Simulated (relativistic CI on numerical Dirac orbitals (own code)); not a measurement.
**Level scheme of As31+**

Method of calculation: Dirac-Coulomb-Breit CI, KLI orbitals optimised for each configuration, QED by a radiative potential, unscaled Slater integrals (own radial code, finite nucleus).

Configuration list: 1s², 1s2s, 1s2p, 1s3s, 1s3p, 1s3d, 1s4s, 1s4p, 1s4d, 1s4f, 1s5s, 1s5p, 1s5d, 1s5f, 1s5g, 1s6s, 1s6p, 1s6d. Levels of other configurations are missing.

```
No.  Configuration  Term  J   E (Ry)    %  Landé g  Lifetime (s)
  1            1s²    ¹S  0     0.00  100                       
  2           1s2s    ³S  1   797.12  100    1.978      4.35e-10
  3           1s2p   ³P°  0   800.02  100               1.85e-09
  4           1s2p   ³P°  1   800.22   83    1.393      4.29e-15
  5           1s2s    ¹S  0   800.24  100                       
  6           1s2p   ³P°  2   803.43  100    1.486      1.95e-11
  7           1s2p   ¹P°  1   805.07   83    1.085      8.96e-16
  8           1s3s    ³S  1   945.23  100    1.981      1.24e-13
  9           1s3p   ³P°  0   946.03  100               4.12e-14
 10           1s3s    ¹S  0   946.06  100               1.26e-13
 11           1s3p   ³P°  1   946.09   82    1.391      1.11e-14
 12           1s3p   ³P°  2   947.04  100    1.489      4.34e-14
 13           1s3d    ³D  2   947.44   63    1.093      1.43e-14
 14           1s3d    ³D  1   947.46  100    0.505      1.43e-14
 15           1s3p   ¹P°  1   947.50   82    1.094      3.03e-15
 16           1s3d    ³D  3   947.78  100    1.325      1.46e-14
 17           1s3d    ¹D  2   947.82   63    1.065      1.46e-14
 18           1s4s    ³S  1   996.55  100    1.982      1.83e-13
 19           1s4p   ³P°  0   996.88  100               7.05e-14
 20           1s4s    ¹S  0   996.89  100               1.77e-13
 21           1s4p   ³P°  1   996.91   82    1.391      2.41e-14
 22           1s4p   ³P°  2   997.31  100    1.490      7.38e-14
 23           1s4d    ³D  2   997.47   64    1.095      3.31e-14
 24           1s4d    ³D  1   997.48  100    0.506      3.33e-14
 25           1s4p   ¹P°  1   997.50   82    1.097      7.11e-15
 26           1s4d    ³D  3   997.62  100    1.326      3.40e-14
 27           1s4f   ³F°  3   997.63   57    1.039      6.84e-14
 28           1s4f   ³F°  2   997.63  100    0.670      6.84e-14
 29           1s4d    ¹D  2   997.63   64    1.065      3.38e-14
 30           1s4f   ³F°  4   997.70  100    1.244      6.88e-14
 31           1s4f   ¹F°  3   997.70   57    1.039      6.88e-14
 32           1s5s    ³S  1  1020.17  100    1.982      2.90e-13
 33           1s5p   ³P°  0  1020.33  100               1.21e-13
 34           1s5s    ¹S  0  1020.34  100               2.62e-13
 35           1s5p   ³P°  1  1020.34   82    1.391      4.50e-14
 36           1s5p   ³P°  2  1020.55  100    1.490      1.26e-13
 37           1s5d    ³D  2  1020.63   64    1.096      6.35e-14
 38           1s5d    ³D  1  1020.64  100    0.507      6.39e-14
 39           1s5p   ¹P°  1  1020.65   82    1.098      1.38e-14
 40           1s5d    ³D  3  1020.71  100    1.327      6.55e-14
 41           1s5f   ³F°  3  1020.71   57    1.040      1.32e-13
 42           1s5f   ³F°  2  1020.72  100    0.671      1.32e-13
 43           1s5d    ¹D  2  1020.72   64    1.065      6.47e-14
 44           1s5f   ³F°  4  1020.75  100    1.245      1.33e-13
 45           1s5g    ³G  4  1020.75   55    1.022      2.23e-13
```

Energies count from the lowest computed level; ° marks odd parity; lifetimes are radiative, by E1, M1, E2, M2 decay to levels of this space only; some are left blank where a channel outside the calculation adds to the decay or the decay crosses a small, uncertain gap.

The mean weight of the leading LS term, summed over parents, in these 45 levels is 88 %, and that of the leading jj configuration (from the same eigenvectors) 99 %, so jj coupling describes them better and the LS labels are nominal.

At this charge energies of transitions that change n are usually good to better than 1 %, and those within a shell (Δn = 0) to a few per cent.

LS names give the leading component of a level, which can be under half, so a name can repeat, a term be missing and a line seem to break the LS rules.
